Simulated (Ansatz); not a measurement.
Computed with Ansatz on PBE0-D4/def2-TZVP structures; ΔE is electronic, products minus reactants. CCSD(T)/CBS is the MP2 limit (def2-TZVPP, def2-QZVPP) plus CCSD(T) − MP2 in def2-TZVPP, frozen cores. This one scheme is used for every species. DFT in def2-TZVPP. One conformer a species, not always the lowest.

Reaction (ligand exchange at the Al–C bond): `[F][AlH][CH](F)[SiH3]` + `N[SiH3]` → `[F][AlH][NH][SiH3]` + `FC[SiH3]`

```tsv
species	r2SCAN energy (Eh)
`[F][AlH][CH](F)[SiH3]`	-772.73170
`N[SiH3]`	-347.23951
`[F][AlH][NH][SiH3]`	-689.61582
`FC[SiH3]`	-430.39953
```

Problem. Work out ΔE.

Solution. ΔE = (-689.61582) + (-430.39953) − (-772.73170) − (-347.23951) = -0.04414 Eh = -1.20 eV. CCSD(T)/CBS gives -1.23 eV.

Largest T1 diagnostic among the species: 0.013.

From PBE to PBE0 (25 % exact exchange), in def2-TZVPP and without D4, ΔE moves by −0.06 eV. In def2-TZVPP, CCSD(T) changes the Hartree–Fock value by +0.09 eV (the triples alone add +0.02 eV) and MP2 by +0.06 eV.
